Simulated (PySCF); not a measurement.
One of the candidates below gave these computed data.

| technique | computed result |
| --- | --- |
| UV, strongest line | among the 8 lowest singlet transitions: S8 at 6.69 eV (185 nm, f = 0.239) [TDDFT B3LYP/def2-SVPD] |
| NMR, other nuclei | isotropic shieldings of nuclei other than C and H, by class: 459 (1 F), 433 (1 Si), 439 (1 Si), 463 (1 Si), 630 (1 P) ppm [GIAO PBE0/pcSseg-1] |
| Polarisability | 130.8 au [B3LYP/def2-SVPD] |
| 13C NMR | chemical shifts (computed TMS as zero) by class: 78.7 (1 C) ppm [GIAO PBE0/pcSseg-1] |
| Rotational structure | rotational constants A, B, C: 2.069, 0.803, 0.654 GHz [GFN2-xTB] |
| Triplet | lowest triplet excitation (Tamm–Dancoff): 5.03 eV [TDA B3LYP/def2-SVPD] |

Electronic properties: PySCF, gas phase, density fitting. Levels stand in brackets. One conformer (not necessarily the lowest) at the GFN2-xTB geometry, without solvent, vibrations or thermal averaging. NMR classes are plain means over equivalent atoms (diastereotopic ones count apart unless rotation or inversion swaps them), as if these changed places fast.

Question: Which candidate is it?
A. `F[Si@@H](C[SiH3])[SiH2]P`
B. `C[Si@@]1(P)C[C@H]1F`
C. `FC[Si@H]([SiH3])[SiH2]P`
D. `C[C@H]([SiH3])[SiH2]F`

Answer: C. It is `FC[Si@H]([SiH3])[SiH2]P`. Numbering: `[F:1][CH2:2][Si@H:3]([SiH3:4])[SiH2:5][PH2:6]`. The one carbon: sp3 C–F carbon [C2] (78.7 ppm). The other shieldings belong to: 459 ppm, alkyl fluorine [F1]; 433 ppm, SiH silicon [Si3]; 439 ppm, SiH2 silicon [Si5]; 463 ppm, SiH3 silicon [Si4]; 630 ppm, three-coordinate phosphorus [P6]. The optimised geometry has point group C1 and is an asymmetric top.

The others, at the same levels:
- `F[Si@@H](C[SiH3])[SiH2]P` fails: its computed 13C shifts are -3.1 (1 C) ppm, static isotropic polarisability is 124.2 au (against 130.8 au) and rotational constant A is 2.471 GHz (against 2.069 GHz).
- `C[Si@@]1(P)C[C@H]1F` fails: it has 3 carbons where the 13C data count 1; its computed 13C shifts are 81.7 (1 C), 15.5 (1 C), -6.6 (1 C) ppm, rotational constant A is 3.377 GHz (against 2.069 GHz) and smallest rotational constant is 1.163 GHz (against 0.654 GHz).
- `C[C@H]([SiH3])[SiH2]F` fails: it has 2 carbons where the 13C data count 1; its computed 13C shifts are 12.8 (1 C), 6.4 (1 C) ppm, rotational constant A is 5.343 GHz (against 2.069 GHz) and smallest rotational constant is 1.351 GHz (against 0.654 GHz).

Each candidate is one conformer, not necessarily the lowest. Dipoles, sizes and rotational constants follow the conformer. The torsions of the flexible species, by atom-mapped SMILES:
- `[F:1][CH2:2][Si@H:3]([SiH3:4])[SiH2:5][PH2:6]`: F1–C2–Si3–Si4 59°, C2–Si3–Si5–P6 -11°, H–P6–Si5–Si3 157°, H–P6–Si5–Si3 64°
- `[F:1][Si@@H:2]([CH2:3][SiH3:4])[SiH2:5][PH2:6]`: F1–Si2–C3–Si4 -46°, F1–Si2–Si5–P6 -176°, H–P6–Si5–Si2 74°, H–P6–Si5–Si2 167°
- `[CH3:1][Si@@:2]1([PH2:3])[CH2:4][C@H:5]1[F:6]`: H–P3–Si2–C1 165°, H–P3–Si2–C1 73°
- `[CH3:1][C@H:2]([SiH3:3])[SiH2:4][F:5]`: C1–C2–Si4–F5 -56°
